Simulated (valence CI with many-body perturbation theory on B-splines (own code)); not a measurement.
# E1 transitions of Nd⁵⁴⁺

Calculated by configuration interaction combined with many-body perturbation theory (CI+MBPT): four valence electrons over a frozen Dirac-Fock core [He], radial functions for each j: 11 s, 11 p, 10 d, 8 f, 5 g, 2 h, with the one-electron correlation potential Σ1, the two-electron term Σ2, the three-electron term Σ3, Breit, model QED; selected CI, second order for the rest, scaled by the run's own slope (own B-spline code, finite nucleus).

No measured spectrum was set against this ion. As an estimate, large intervals hold to a few tenths of a per cent, small ones and those within an open d or f shell to about a per cent. Among the levels kept, up to 910 cm⁻¹ of a level comes from second order outside the variational space, and about a tenth of that is noise between levels of different J, which matters for small intervals.

Lines 1 to 50 of 550 in falling wavelength, among levels below 609.18 Ry, chosen from the strongest by gf and those to the six lowest levels. Wavelengths and rates use the calculated energies. Electric multipoles are in the length gauge with retardation, E1 and E2 with the static RPA response of the core. Weak lines are less certain than strong ones. Lines between different terms over intervals too small for the method are left out, as are lines whose strength nearly cancels. The highest levels of a list are the least certain.

Levels are named by their leading jj configuration (3d3/2^4 stands for four electrons in 3d with j = 3/2), which in mixed levels can hold well under half, so a name can repeat and another be missing. Letters in brackets count levels of one name in rising energy.

```tsv
λ vac (Å)	Upper	Lower	A (s⁻¹)	S (a.u.)
149.1	(2s 2p3/2^2 3p1/2) J=2 [a]	(2s 2p3/2^2 3s) J=3	7.20e+09	5.89e-02
143.5	(2s 2p3/2^2 3p1/2) J=3	(2s 2p3/2^2 3s) J=3	4.91e+09	5.01e-02
131.0	(2p1/2 2p3/2^2 3p1/2) J=2 [b]	(2p1/2 2p3/2^2 3s) J=3	7.91e+09	4.39e-02
124.9	(2s 2p1/2 2p3/2 3d5/2) J=3 [c]	(2s 2p1/2 2p3/2 3p3/2) J=2 [c]	6.54e+09	4.41e-02
124.6	(2s 2p1/2 2p3/2 3p1/2) J=2 [b]	(2s 2p1/2 2p3/2 3s) J=3	1.04e+10	4.98e-02
121.6	(2s^2 2p3/2 3d5/2) J=3	(2s^2 2p3/2 3p3/2) J=2	7.54e+09	4.68e-02
120.4	(2s 2p3/2^2 3d5/2) J=4 [b]	(2s 2p3/2^2 3p3/2) J=3 [b]	1.08e+10	8.39e-02
120.3	(2s 2p3/2^2 3d5/2) J=3 [c]	(2s 2p3/2^2 3p3/2) J=2 [b]	1.20e+10	7.23e-02
120.0	(2s^2 2p1/2 3d5/2) J=2	(2s^2 2p1/2 3p3/2) J=1	1.00e+10	4.28e-02
119.9	(2s 2p1/2 2p3/2 3d5/2) J=5	(2s 2p1/2 2p3/2 3p3/2) J=4	1.55e+10	1.45e-01
119.1	(2s^2 2p3/2 3d5/2) J=4	(2s^2 2p3/2 3p3/2) J=3	1.22e+10	9.14e-02
119.0	(2s 2p3/2^2 3d5/2) J=5	(2s 2p3/2^2 3p3/2) J=4	1.52e+10	1.39e-01
118.6	(2p1/2^2 2p3/2 3d5/2) J=4	(2p1/2^2 2p3/2 3p3/2) J=3	1.73e+10	1.28e-01
118.2	(2s 2p1/2^2 3d5/2) J=3	(2s 2p1/2^2 3p3/2) J=2	1.63e+10	9.30e-02
118.1	(2p1/2 2p3/2^2 3d5/2) J=3	(2p1/2 2p3/2^2 3p3/2) J=2 [a]	1.27e+10	7.24e-02
117.9	(2p1/2 2p3/2^2 3d5/2) J=4	(2p1/2 2p3/2^2 3p3/2) J=3 [a]	1.66e+10	1.21e-01
117.3	(2p1/2^2 2p3/2 3d5/2) J=3	(2p1/2^2 2p3/2 3p3/2) J=2	1.48e+10	8.28e-02
117.1	(2s 2p1/2 2p3/2 3d5/2) J=4 [a]	(2s 2p1/2 2p3/2 3p3/2) J=3 [a]	9.99e+09	7.14e-02
117.1	(2s 2p1/2 2p3/2 3d5/2) J=3 [d]	(2s 2p1/2 2p3/2 3p3/2) J=2 [d]	1.03e+10	5.71e-02
115.5	(2s 2p3/2^2 3d5/2) J=3 [b]	(2s 2p3/2^2 3p3/2) J=2 [a]	1.41e+10	7.54e-02
114.2	(2s 2p3/2^2 3d5/2) J=4 [a]	(2s 2p3/2^2 3p3/2) J=3 [a]	1.30e+10	8.60e-02
114.1	(2s 2p1/2 2p3/2 3d5/2) J=4 [b]	(2s 2p1/2 2p3/2 3p3/2) J=3 [b]	1.44e+10	9.53e-02
114.0	(2s 2p1/2 2p3/2 3d5/2) J=4 [c]	(2s 2p1/2 2p3/2 3p3/2) J=3 [c]	1.73e+10	1.14e-01
111.6	(2s^2 2p1/2 3d5/2) J=3	(2s^2 2p1/2 3p3/2) J=2	1.79e+10	8.57e-02
110.5	(2s 2p1/2 2p3/2 3d5/2) J=3 [a]	(2s 2p1/2 2p3/2 3p3/2) J=2 [a]	1.49e+10	6.97e-02
108.8	(2p1/2^2 2p3/2 3d5/2) J=2	(2p1/2^2 2p3/2 3p3/2) J=1	1.32e+10	4.18e-02
107.8	(2s 2p1/2 2p3/2 3d5/2) J=2 [a]	(2s 2p1/2 2p3/2 3p3/2) J=1 [a]	1.16e+10	3.60e-02
107.1	(2s 2p1/2^2 3d5/2) J=2	(2s 2p1/2^2 3p3/2) J=1	1.98e+10	6.02e-02
102.1	(2s 2p1/2 2p3/2 3d5/2) J=3 [b]	(2s 2p1/2 2p3/2 3p3/2) J=2 [b]	9.21e+09	3.38e-02
75.18	(2s 2p1/2 2p3/2^2) J=2 [a]	(2s^2 2p3/2^2) J=2	1.22e+09	1.28e-03
72.00	(2s 2p1/2 2p3/2 3p3/2) J=4	(2s^2 2p3/2 3p3/2) J=3	2.70e+10	4.48e-02
69.07	(2p1/2 2p3/2^2 3p3/2) J=4	(2s 2p3/2^2 3p3/2) J=3 [b]	4.92e+10	7.20e-02
66.08	(2p1/2^2 2p3/2 3d3/2) J=3	(2s 2p1/2 2p3/2 3d3/2) J=2 [d]	2.22e+10	2.21e-02
64.19	(2s 2p1/2^2 3p3/2) J=2	(2s^2 2p1/2 3p3/2) J=1	4.61e+10	3.01e-02
61.80	(2s 2p1/2^2 2p3/2) J=2	(2s^2 2p1/2 2p3/2) J=2	7.42e+09	4.32e-03
61.70	(2p1/2^2 2p3/2 3p3/2) J=3	(2s 2p1/2 2p3/2 3p3/2) J=2 [c]	7.45e+10	6.05e-02
60.93	(2s 2p1/2 2p3/2^2) J=3	(2s^2 2p3/2^2) J=2	1.04e+10	8.14e-03
60.55	(2p1/2 2p3/2^2 3p3/2) J=1 [a]	(2p1/2 2p3/2^2 3s) J=2 [c]	7.68e+10	2.52e-02
59.67	(2s 2p1/2 2p3/2 3d3/2) J=3 [b]	(2s 2p1/2 2p3/2 3p1/2) J=2 [b]	4.05e+10	2.97e-02
59.56	(2s 2p3/2^2 3p3/2) J=3 [a]	(2s 2p3/2^2 3s) J=2 [a]	6.10e+10	4.45e-02
59.33	(2s 2p1/2 2p3/2 3p3/2) J=3 [c]	(2s^2 2p3/2 3p3/2) J=2	5.21e+10	3.76e-02
59.28	(2p1/2 2p3/2^2 3d3/2) J=3 [b]	(2p1/2 2p3/2^2 3p1/2) J=2 [b]	5.41e+10	3.90e-02
59.08	(2p1/2 2p3/2^2 3p3/2) J=3 [b]	(2p1/2 2p3/2^2 3s) J=2 [c]	6.45e+10	4.59e-02
59.06	(2p1/2 2p3/2^2 3p3/2) J=2 [a]	(2p1/2 2p3/2^2 3s) J=1 [a]	5.89e+10	2.99e-02
58.92	(2p1/2 2p3/2^2 3d3/2) J=2 [b]	(2p1/2 2p3/2^2 3p1/2) J=2 [b]	7.14e+10	3.61e-02
58.67	(2s 2p1/2 2p3/2 3d3/2) J=2 [b]	(2s 2p1/2 2p3/2 3p1/2) J=2 [b]	5.78e+10	2.88e-02
58.30	(2p1/2 2p3/2^2 3p3/2) J=3 [a]	(2p1/2 2p3/2^2 3s) J=2 [b]	6.57e+10	4.50e-02
58.20	(2s 2p3/2^2 3p3/2) J=1 [a]	(2s 2p3/2^2 3s) J=2 [a]	9.16e+10	2.67e-02
57.99	(2p1/2^2 2p3/2 3p3/2) J=2	(2s 2p1/2 2p3/2 3p3/2) J=2 [d]	3.92e+10	1.89e-02
57.70	(2p1/2 2p3/2^2 3p3/2) J=2 [c]	(2s 2p3/2^2 3p3/2) J=1 [b]	1.02e+11	4.82e-02
```
